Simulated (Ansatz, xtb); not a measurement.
**Worked example: C2H9NSi + SiH3(OH) → C2H10Si2 + H3NO**

Species: C2H9NSi `CC[SiH2]N`, singlet; SiH3(OH) (silanol), singlet; C2H10Si2 `CC[SiH2][SiH3]`, singlet; H3NO (hydroxylamine) `NO`, singlet. The partners trade NH2 for SiH3: Si–NH2 and O–SiH3 bonds give way to Si–SiH3 and O–NH2.

Shapes, held fixed at every level: PBE0-D4/def2-TZVP. Flexible molecules stand in one conformer, not always the lowest. Programs: Ansatz 0.2.0, xtb 6.7.1. The zero-point and thermal change to 298 K, harmonic and unscaled (PBE0-D4/def2-TZVP), is +3.1 kJ/mol.

At CCSD(T)/CBS estimate; 1 Eh = 2625.50 kJ/mol:

| species | energy (Eh) |
| --- | --- |
| C2H9NSi | -425.338987 |
| SiH3(OH) | -366.690417 |
| C2H10Si2 | -660.276144 |
| H3NO | -131.613501 |

Problem. Work out ΔH(298 K) of the reaction at this level.

Solution. 
1. Products less reactants: (-660.276144) + (-131.613501) − [(-425.338987) + (-366.690417)] = 0.139759 Eh = +366.9 kJ/mol.
2. With the thermal change: +366.9 + (+3.1) = +370.0 kJ/mol.

Other levels give +336.2 (SPW92/def2-TZVPP) to +375.3 kJ/mol (BHLYP-D4/def2-TZVPP). No measured value is set beside it here. The CBS estimate extrapolates MP2 from def2-TZVPP and def2-QZVPP and adds CCSD(T) − MP2 in the triple-zeta set, cores frozen.
